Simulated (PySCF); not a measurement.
**Basis-set dependence of population analyses: `C#[C][AlH][CH2][SiH3]`**

Compound: C3H7AlSi.
Structure used (PBE0-D3(BJ)/def2-SVP), in Å, numbered top down from 1:
```xyz
12
C3H7AlSi angstrom
C      1.985   -2.207   -1.669
C      1.553   -1.611   -0.693
Al     0.870   -0.671    0.830
C     -0.952    0.014    0.774
Si    -1.134    1.699   -0.032
H      2.364   -2.733   -2.528
H      1.808   -0.464    2.089
H     -1.350    0.085    1.802
H     -1.588   -0.692    0.210
H     -0.652    1.655   -1.449
H     -0.310    2.718    0.695
H     -2.553    2.178   -0.038
```

PBE0 throughout (PySCF), one geometry, spherical d and f functions. Isolated species at its PBE0-D3(BJ)/def2-SVP geometry (one conformer only). The first 7 of 9 kinds of atom are listed.

Mulliken charges (e):

```json
{"basis": "STO-3G", "functions": "40", "C1": "-0.171", "C2": "-0.311", "Al3": "+0.871", "C4": "-0.512", "Si5": "+0.516", "H6": "+0.102", "H7": "-0.223"}
{"basis": "6-31G", "functions": "67", "C1": "-0.424", "C2": "-0.231", "Al3": "+0.901", "C4": "-1.038", "Si5": "+0.555", "H6": "+0.260", "H7": "-0.167"}
{"basis": "pcSseg-0", "functions": "67", "C1": "-0.374", "C2": "-0.481", "Al3": "+1.375", "C4": "-1.516", "Si5": "+0.516", "H6": "+0.283", "H7": "-0.250"}
{"basis": "6-31G*", "functions": "92", "C1": "-0.231", "C2": "-0.110", "Al3": "+0.430", "C4": "-0.822", "Si5": "+0.360", "H6": "+0.238", "H7": "-0.097"}
{"basis": "cc-pVDZ", "functions": "113", "C1": "-0.110", "C2": "-0.025", "Al3": "+0.359", "C4": "-0.381", "Si5": "+0.200", "H6": "+0.021", "H7": "-0.103"}
{"basis": "def2-SVP", "functions": "113", "C1": "-0.262", "C2": "-0.040", "Al3": "+0.689", "C4": "-0.616", "Si5": "+0.328", "H6": "+0.047", "H7": "-0.163"}
{"basis": "aug-cc-pVDZ", "functions": "186", "C1": "+1.473", "C2": "-1.102", "Al3": "+0.059", "C4": "+0.002", "Si5": "-0.418", "H6": "-0.357", "H7": "+0.157"}
{"basis": "6-311+G(2d,p)", "functions": "193", "C1": "-1.385", "C2": "+0.295", "Al3": "+1.379", "C4": "-0.835", "Si5": "+0.309", "H6": "+0.163", "H7": "-0.110"}
{"basis": "def2-TZVP", "functions": "209", "C1": "-0.149", "C2": "-0.281", "Al3": "+0.503", "C4": "-0.498", "Si5": "+0.106", "H6": "+0.178", "H7": "-0.087"}
{"basis": "cc-pVTZ", "functions": "256", "C1": "-0.050", "C2": "-0.281", "Al3": "+0.368", "C4": "-0.357", "Si5": "+0.126", "H6": "+0.158", "H7": "-0.095"}
{"basis": "IGLO-III", "functions": "263", "C1": "-0.212", "C2": "-0.309", "Al3": "+0.862", "C4": "-0.828", "Si5": "+0.695", "H6": "+0.150", "H7": "-0.210"}
```

IAO charges (e):

```csv
basis,functions,C1,C2,Al3,C4,Si5,H6,H7
STO-3G,40,-0.172,-0.414,+1.089,-0.862,+0.628,+0.148,-0.277
6-31G,67,-0.172,-0.362,+0.831,-0.877,+0.450,+0.202,-0.176
pcSseg-0,67,-0.160,-0.372,+0.863,-0.900,+0.443,+0.194,-0.186
6-31G*,92,-0.163,-0.384,+0.885,-0.904,+0.579,+0.198,-0.196
cc-pVDZ,113,-0.174,-0.377,+0.882,-0.900,+0.575,+0.201,-0.196
def2-SVP,113,-0.166,-0.379,+0.898,-0.904,+0.595,+0.195,-0.205
aug-cc-pVDZ,186,-0.185,-0.377,+0.892,-0.909,+0.576,+0.205,-0.198
"6-311+G(2d,p)",193,-0.183,-0.386,+0.913,-0.929,+0.607,+0.206,-0.203
def2-TZVP,209,-0.182,-0.387,+0.918,-0.933,+0.616,+0.206,-0.205
cc-pVTZ,256,-0.182,-0.386,+0.911,-0.928,+0.601,+0.206,-0.203
IGLO-III,263,-0.184,-0.388,+0.919,-0.933,+0.615,+0.206,-0.205
```

Which scheme is steadiest as the basis changes?

Largest range over the bases for any column: IAO 0.26 e, Mulliken 2.86 e. IAO charges move least and Mulliken charges most, counted in e. Without the minimal STO-3G basis the ranges are IAO 0.17, Mulliken 2.86 e.

How much do the charges still move between the two largest bases, cc-pVTZ and IGLO-III?

At most, over all atoms: Mulliken 0.570 e, IAO 0.014 e.

What do the same runs give for the total energy, the frontier levels and the dipole moment?

```
        basis  energy (Eh)  HOMO (eV)  LUMO (eV)  μ (D)
       STO-3G    -642.3393      -5.15       3.21   0.86
        6-31G    -649.8892      -7.68      -1.56   0.96
     pcSseg-0    -649.1336      -7.97      -1.64   0.93
       6-31G*    -649.9591      -7.64      -1.49   1.07
      cc-pVDZ    -649.9969      -7.75      -1.59   1.01
     def2-SVP    -649.7462      -7.82      -1.59   1.03
  aug-cc-pVDZ    -650.0052      -7.85      -1.70   0.97
6-311+G(2d,p)    -650.0486      -7.89      -1.69   1.00
    def2-TZVP    -650.0611      -7.87      -1.64   1.02
      cc-pVTZ    -650.0620      -7.85      -1.63   1.02
     IGLO-III    -650.0643      -7.88      -1.63   0.99
```

The dipole is fixed by the density alone, so its range of 0.21 D shows that the density itself changes with the basis, not only its division among atoms.
